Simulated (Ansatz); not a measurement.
A run for Ansatz (a first-principles code): R-B3LYP/cc-pVTZ on GaH3Se (SMILES [GaH2][SeH]), a point of a bond scan (R = 1.561 Å).

Ansatz 0.2 input:
```yaml
crystal:
  periodic: [false, false, false]
  atoms:
    - {symbol: Ga, position_ang: [0.27485932, 0.01121965, -1.15295017]}
    - {symbol: H, position_ang: [-0.80375620, -0.57601799, -2.11691732]}
    - {symbol: H, position_ang: [1.66169621, 0.60371444, -1.55587958]}
    - {symbol: Se, position_ang: [-0.30399105, -0.02839877, 1.11359069]}
    - {symbol: H, position_ang: [0.95711690, 0.59005271, 1.55216865]}
basis:
  gaussian:
    orbitals: cc-pVTZ
    pivot_positions_ang: [[0.27485932, 0.01121965, -1.15295017], [-0.80375620, -0.57601799, -2.11691732], [1.66169621, 0.60371444, -1.55587958], [-0.30399105, -0.02839877, 1.11359069], [0.95711690, 0.59005271, 1.55216865]]
hamiltonian:
  xc: {name: B3LYP}
scf: {lower_state_search: off}
output: {orbitals: {seedname: ./end}}
```

The head of its log:

```
WARN ansatz: RAYON_NUM_THREADS=1 ignored (pool sized by the plan → 1); use --threads N
Functional definition: B3LYP
these checks for a lower state are left out or cut short: stability, starts, cluster_reference, orbital_swaps, neighbouring_geometries, increment
integrals: 0.05 GiB planned
983 factors; their error is unknown
mean field: 0.57 GiB planned
mean field evaluation 1: about -117780.4530 eV, gradient 2.3e1 eV
mean field evaluation 2: about -117780.4216 eV, gradient 2.5e1 eV
```

### Question
Predict the final total energy.

### Answer
-4328.4040 hartree.
